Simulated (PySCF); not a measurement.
FK.

```xyz
2

K      0.0000     0.0000    -0.7119
F      0.0000     0.0000     1.5029
```

Geometry optimised at PBE-D3(BJ)/def2-TZVPD.

Calculation: KT2/pcSseg-2 (PySCF). Non-relativistic, no solvent.

### Question
Give the absolute GIAO shielding of each atom: isotropic value and principal components (ppm). (An estimate is asked for; the answer gives what the named calculation found.)

### Answer

```json
[
 {"atom": "K1", "σ(iso)": "1273.3", "σ11": "1243.9", "σ22": "1243.9", "σ33": "1332.1", "span": "88.2"},
 {"atom": "F2", "σ(iso)": "227.1", "σ11": "97.9", "σ22": "97.9", "σ33": "485.7", "span": "387.8"}
]
```
